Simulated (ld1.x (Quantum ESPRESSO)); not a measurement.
**cadmium (Cd), TM: configuration errors across variants**

ld1.x (Quantum ESPRESSO) 7.5 input, shortened:

```
&input
   title='Cd', zed=48., rel=1, dft='PBESOL', iswitch=3,
   config='[Kr] 4d9 5s0 5p0'
 /
 &inputp
   pseudotype=2, tm=.true., lloc=1,
   nlcc=.false.
 /
3
4S  1  0   2.00   0.00  1.20  1.20  0.0
4D  3  2   9.00   0.00  1.55  1.55  0.0
4P  2  1   6.00   0.00  1.25  1.25  0.0
 &test
   configts(1)='4s2 4p6 4d9 5s0 5p0'
 /
```

All-electron excitation energies from the reference (eV): (1) 4s2 4p6 4d10 5s2 5p0 -64.402; (2) 4s2 4p6 4d10 5s1 5p0 -55.094; (3) 4s2 4p6 4d10 5s0 5p0 -37.998; (4) 4s2 4p6 4d10 5s1 5p1 -59.673; (5) 4s2 4p6 4d10 5s0 5p2 -54.636; (6) 4s2 4p6 4d8 5s0 5p0 54.040; (7) 4s2 4p6 4d10 5s0 5p1 -49.245.

2 further variants failed, have other tests or too few solved ones, and are left out.

Errors AE − PS in meV (a dash: test not solved or not reliable):

| change | (1) | (2) | (3) | (4) | (5) | (6) | (7) | bound ghosts |
| --- | --- | --- | --- | --- | --- | --- | --- | --- |
| base | +661 | +426 | +13 | +425 | +151 | +5.2 | +116 | none |
| wave 4p (bound): rc 1.25 bohr becomes 4p (bound): rc 1.28 bohr | +693 | +446 | +14 | +451 | +172 | +6.4 | +132 | none |
| wave 4d (bound): rc 1.55 bohr becomes 4d (bound): rc 1.84 bohr | +656 | +423 | +14 | +421 | +149 | +11 | +115 | none |
| core correction a·sin(br)/r model core inside 0.48 bohr | +657 | +425 | +13 | +424 | +151 | +5.3 | +116 | none |
| all radii scaled by about 0.83 (s 1.00, p 1.04, d 1.30 bohr) | +171 | +113 | +9.1 | +118 | +59 | -1.1 | +46 | none |
| local potential all-electron potential smoothed inside 1.35 bohr (lloc = -1) | -242 | -151 | +4.8 | -178 | -111 | -6.4 | -81 | none |

Give the same row for: wave 4s (bound): rc 1.20 bohr becomes 4s (bound): rc 1.74 bohr.

+3759, +2396, +13, +2163, +152, +6.8, +116; bound ghosts: none.
